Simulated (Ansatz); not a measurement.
BH5SiZn, SMILES `[BH2][Zn][SiH3]`. Total charge 0; spin multiplicity 1. For Zn the d shell is correlated and the shells below it are frozen. Scalar relativity is left out up to krypton.

| atom | x (Å) | y (Å) | z (Å) |
| --- | --- | --- | --- |
| B1 | -0.427 | -0.527 | -2.465 |
| Zn2 | -0.077 | -0.094 | -0.450 |
| Si3 | 0.323 | 0.398 | 1.860 |
| H4 | 0.459 | -0.631 | -3.268 |
| H5 | -1.529 | -0.691 | -2.909 |
| H6 | -0.356 | -0.570 | 2.773 |
| H7 | 1.774 | 0.359 | 2.211 |
| H8 | -0.167 | 1.755 | 2.248 |

Question: Give the diagnostics of a CCSD(T)/def2-TZVPP run (frozen core, Ansatz). (Estimate.)

Answer: Computed: T1 = 0.0138, largest single amplitude 0.018, largest double 0.035, (T) share of the correlation energy 3.1 %, 11 CCSD cycles. The RHF solution is stable towards an unrestricted one. T1 lies under the customary mark of 0.02 for closed shells.
